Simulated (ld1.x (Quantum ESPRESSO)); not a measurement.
germanium, TM semilocal: configuration errors across variants

```json
{
 "Element": "Ge",
 "Generator": "ld1.x (Quantum ESPRESSO) 7.5",
 "Type": "norm-conserving Troullier–Martins (semilocal form)",
 "Functional": "revPBE",
 "Relativity": "scalar-relativistic",
 "Frozen core": "[Ar]",
 "Valence charge": "14",
 "Reference configuration": "3d10 4s2 4p2",
 "Partial waves": "4s (bound): rc 1.30 bohr; 3d (bound): rc 1.10 bohr; 4p (bound): rc 1.50 bohr",
 "Local potential": "the p channel",
 "Core correction": "none"
}
```

All-electron excitation energies from the reference (eV): (1) 3d10 4s2 4p1 7.390; (2) 3d10 4s2 4p0 22.742; (3) 3d10 4s1 4p0 57.357; (4) 3d10 4s1 4p3 7.945; (5) 3d10 4s0 4p4 16.127; (6) 3d10 4s1 4p2 16.086; (7) 3d10 4s2 4p2.3 -0.871.

In the semilocal form every listed channel keeps its own potential, so the choice of the local channel does not act on these tests. It acts once the file is put into the separable form.

A semilocal file is local in each channel, so a ghost entry of none says nothing of the separable form that plane-wave codes build from it.

2 further variants failed, have other tests or another functional or relativity, and are left out.

A true bound ghost makes a file unfit for plane-wave use even where its test errors are small: the radial tests pick states by their node count and pass the ghost by.

Errors AE − PS in meV (a dash: test not solved or not reliable):

| change | (1) | (2) | (3) | (4) | (5) | (6) | (7) | bound ghosts |
| --- | --- | --- | --- | --- | --- | --- | --- | --- |
| base | 0.0 | +1.0 | +36 | +3.0 | +14 | +6.8 | +0.1 | none |
| form changed from semilocal to separable (Kleinman–Bylander), still TM; local potential the s channel | -1.4 | +0.9 | +35 | +1.0 | +3.7 | -1.3 | 0.0 | p |
| wave 4p (bound): rc 1.50 bohr becomes 4p (bound): rc 1.34 bohr | +1.2 | +5.1 | +44 | +2.7 | +15 | +9.3 | +0.1 | none |
| core correction a·sin(br)/r model core inside 0.62 bohr | +0.2 | -1.4 | -10 | -0.1 | +1.0 | +3.1 | +0.1 | none |
| wave 3d (bound): rc 1.10 bohr becomes 3d (bound): rc 1.58 bohr | 0.0 | +1.5 | +30 | +1.5 | +7.5 | +5.3 | +0.1 | none |
| all radii scaled by about 1.29 (s 1.68, p 1.92, d 1.42 bohr) | -0.8 | -1.8 | +25 | +0.4 | +3.6 | +2.3 | +0.1 | none |
| wave 4s (bound): rc 1.30 bohr becomes 4s (bound): rc 1.06 bohr | +6.0 | +67 | +162 | +13 | -8.1 | +22 | +0.2 | none |
| local potential the d channel | 0.0 | +1.0 | +36 | +3.0 | +14 | +6.8 | +0.1 | none |

(1) Give the same row for: all radii scaled by about 1.09 (s 1.42, p 1.64, d 1.20 bohr).

Results:

(1) -0.4, -1.0, +27, +1.7, +9.3, +4.1, +0.1; bound ghosts: none.
